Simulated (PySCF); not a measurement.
GaH₃SO, closed shell: a relaxation.

run.py

```python
import json, numpy as np
from pyscf import gto, scf, dft, mp, cc
EV, BOHR = 27.211386245988, 0.529177210903
mol = gto.M(atom="""
Ga -1.020493 0.097818 -0.315822
O 0.797285 0.160879 0.651278
S -0.444581 -1.842460 -0.737411
H 0.857933 -0.654743 0.280740
H -1.718318 1.470591 -0.301914
H 1.528274 0.768016 0.423129
""", basis="def2-tzvp", charge=0, spin=0, max_memory=7225, verbose=0)
def mean_field(mol, dm=None):
    mf = dft.RKS(mol, xc="pbe0").density_fit()
    mf.conv_tol = 1e-9; mf.grids.level = 4
    mf.kernel(dm0=dm)
    if not mf.converged: mf = mf.newton().run(mf.mo_coeff, mf.mo_occ)
    assert mf.converged
    return mf
def d4(mol):
    from pyscf.dispersion.dftd4 import DFTD4Dispersion
    real = gto.M(atom=[(mol.atom_pure_symbol(i), mol.atom_coord(i)) for i in range(6)], unit='B', charge=mol.charge, spin=None, basis='def2-svp', verbose=0)
    r = DFTD4Dispersion(real, xc="pbe0", atm=True).get_dispersion(grad=True); return r["energy"], r["gradient"]
def energy_and_gradient(mol, dm=None):
    mf = mean_field(mol, dm); e, g = d4(mol)
    return mf, (mf.e_tot + e) * EV, (mf.nuc_grad_method().kernel()[:6] + g) * EV / BOHR
out = {}
# rational-function steps on a BFGS-updated Hessian; the first Hessian (eV/A^2) comes from GFN2-xTB
H = np.load("h0.npy"); x = mol.atom_coords(unit="A").ravel(); dm = old = None; trust = 0.2; steps = []
for it in range(90):
    mol.set_geom_(x.reshape(-1, 3), unit="A"); mf, e, g = energy_and_gradient(mol, dm); g = g.ravel(); dm = mf.make_rdm1()
    print(f"relax step {it + 1}: E = {e:.6f} eV, largest force component {abs(g).max():.4f} eV/A", flush=True); steps.append([e, x.reshape(-1, 3).tolist(), (-g).reshape(-1, 3).tolist()])
    if abs(g).max() < 0.008: out['converged'] = True; break
    if old is not None:
        s, z = x - old[0], g - old[1]
        if s @ z > 1e-8: H = H + np.outer(z, z) / (s @ z) - np.outer(H @ s, H @ s) / (s @ H @ s)
        trust = max(0.03, trust / 2) if e > old[2] + 1e-4 else min(0.35, trust * 1.3)
    w, V = np.linalg.eigh(H); w = np.maximum(abs(w), 0.08); f = V.T @ g; M = np.diag(np.append(w, 0.0)); M[-1, :-1] = M[:-1, -1] = f
    dx = V @ (-f / (w - np.linalg.eigvalsh(M)[0])); big = np.linalg.norm(dx.reshape(-1, 3), axis=1).max(); dx *= min(1, trust / big)
    old = (x, g, e); x = x + dx
out.update(energy=e, forces=steps[-1][2], positions=steps[-1][1], steps=steps)
out['s2'] = mf.spin_square()[0]; out['nelec'] = mol.nelec
print(f"Total energy {out['energy']:.6f} eV, <S^2> {out['s2']:.4f}")
json.dump(out, open("out.json", "w"), default=float)
```

Command:

```bash
OMP_NUM_THREADS=4 python run.py
```

It printed (PySCF 2.14):

```
relax step 1: E = -65298.253826 eV, largest force component 6.5139 eV/A
relax step 2: E = -65298.660930 eV, largest force component 0.7409 eV/A
relax step 3: E = -65298.630992 eV, largest force component 1.4389 eV/A
relax step 4: E = -65298.691549 eV, largest force component 1.0368 eV/A
relax step 5: E = -65298.717110 eV, largest force component 0.4371 eV/A
relax step 6: E = -65298.732515 eV, largest force component 0.3600 eV/A
relax step 7: E = -65298.734520 eV, largest force component 0.2435 eV/A
relax step 8: E = -65298.739486 eV, largest force component 0.1843 eV/A
relax step 9: E = -65298.740450 eV, largest force component 0.1522 eV/A
relax step 10: E = -65298.742256 eV, largest force component 0.0735 eV/A
relax step 11: E = -65298.742917 eV, largest force component 0.0987 eV/A
relax step 12: E = -65298.743099 eV, largest force component 0.0263 eV/A
relax step 13: E = -65298.743148 eV, largest force component 0.0222 eV/A
relax step 14: E = -65298.743194 eV, largest force component 0.0125 eV/A
relax step 15: E = -65298.743217 eV, largest force component 0.0097 eV/A
relax step 16: E = -65298.743248 eV, largest force component 0.0115 eV/A
relax step 17: E = -65298.743261 eV, largest force component 0.0059 eV/A
Total energy -65298.743261 eV, <S^2> 0.0000
```

The run took 100 s on 4 CPU threads of an Arm Neoverse V1 (shared host), with 1.2 GiB of host memory at its peak.
